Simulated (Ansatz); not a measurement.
Reaction (redistribution): `C[S][Ga]([CH3])[F]` + `[OH][GeH2][SeH]` → `[CH3][Ga]([F])[SeH]` + `C[S][GeH2][OH]`

Computed with Ansatz on PBE0-D4/def2-TZVP structures; ΔE is electronic, products minus reactants. CCSD(T)/CBS is the MP2 limit (def2-TZVPP, def2-QZVPP) plus CCSD(T) − MP2 in def2-TZVPP, frozen cores. Functionals use def2-TZVPP. For Ga, Ge, Se outer-core shells are correlated without core-valence functions, which leaves a few kJ/mol of doubt a bond. Scalar relativity is left out up to krypton. One conformer a species, not always the lowest.

| level | ΔE (kJ/mol) |
| --- | --- |
| B2PLYP | -6.8 |
| CCSD(T)/def2-TZVPP | -7.0 |

Problem. What does CCSD(T)/CBS give? (An estimate is asked.)

Solution. Ansatz gave: -7.1 kJ/mol. The listed levels differ from it by 0.3, 0.1 kJ/mol.

Largest T1 diagnostic among the species: 0.013.
